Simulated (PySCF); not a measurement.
Ga(H)(SeH)2 (GaH₃Se₂), SMILES [SeH][GaH][SeH]. Coordinates come from a PBE-D3(BJ)/def2-SVP optimisation. The structure was generated by enumeration; whether it is a known compound was not checked. One conformer was computed; it need not be the lowest.

Calculation: PBE-D3(BJ)/def2-SVP (PySCF).

Harmonic wavenumbers (cm⁻¹): 83, 216, 218, 243, 316, 452, 482, 618, 653, 1940, 2360, 2361. Rotational constants (GHz): 6.808, 0.7603, 0.6839; symmetry number 2.

Task: Work out the zero-point energy and the ideal-gas rigid-rotor harmonic-oscillator thermochemistry at 298.15 K and 1 atm.

Result: ZPE = ½ Σ hcν = ½ × 9941 cm⁻¹ = 14.21 kcal/mol. H − E(el) = 18.79 kcal/mol. Entropy in cal/(mol K): translation 42.21, rotation 27.52, vibration 13.19, total 82.92. G − E(el) = -5.93 kcal/mol. Cp = 21.54 cal/(mol K). Modes under 150 cm⁻¹ make the vibrational entropy uncertain.
